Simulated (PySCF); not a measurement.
r2SCAN0 on H⁻ (hydrogen, charge -1), 1s2, closed-shell 1S. Calculation: PySCF 2.14, in aug-cc-pVDZ (3s2p, 9 functions); the non-relativistic Hamiltonian (point nucleus).

```
cycle= 1 E= -0.522794575074319  delta_E= -0.000446  |g|= 0.00211  |ddm|= 0.107
cycle= 2 E= -0.522806505944354  delta_E= -1.19e-05  |g|= 0.00174  |ddm|= 0.0208
cycle= 3 E= -0.522810978177923  delta_E= -4.47e-06  |g|= 0.000157  |ddm|= 0.00541
cycle= 4 E= -0.52281101785684  delta_E= -3.97e-08  |g|= 3.48e-07  |ddm|= 0.00122
cycle= 5 E= -0.522811017857203  delta_E= -3.63e-13  |g|= 1.48e-07  |ddm|= 1.88e-06
converged SCF energy = -0.522811017857203  <S^2> = -4.4408921e-16  2S+1 = 1
```

Highest occupied orbital energy: 0.851 eV; ⟨L²⟩ = 0.00; populations by l: s 2.00, p 0.00.

Q: Can this result be used?

A: With care. Self-consistency was reached. At r2SCAN0 the highest occupied level has a positive energy, so only the finite basis holds that electron; in a semilocal or global hybrid functional this comes from self-interaction and does not mean that the real anion is unbound.
